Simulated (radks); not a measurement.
The numbers below are computed, except where a source is named.
Spin polarisation of the 4f3 shell in Nd3+. Start: [Xe] 4f(up 1.5, down 1.5); electrons of 4f are moved from spin down to spin up, other shells keep equal spins. Code: a radial shooting solver on a logarithmic mesh with Libxc functionals. Model: scalar-relativistic Kohn-Sham, PBE, spin-polarised, spherical densities, point nucleus.

moment (Bohr magnetons),E - E(0) (eV),e(4f up) (eV),e(4f down) (eV),5p down minus up (eV),5s down minus up (eV),4d down minus up (eV)
0,0.000,-30.783,-30.783,0.000,0.000,0.000
0.75,-0.103,-31.045,-30.498,0.267,0.352,0.612
1.5,-0.410,-31.284,-30.191,0.534,0.705,1.224
2.25,-0.923,-31.500,-29.861,0.802,1.059,1.836
3,-1.641,-31.693,-29.507,1.072,1.414,2.447

At moment 3 the spin-polarisation energy is -1.641 eV and the 4f exchange splitting 2.186 eV, that is 0.729 eV per Bohr magneton; E = -I m^2/4 would give I = 0.729 eV.
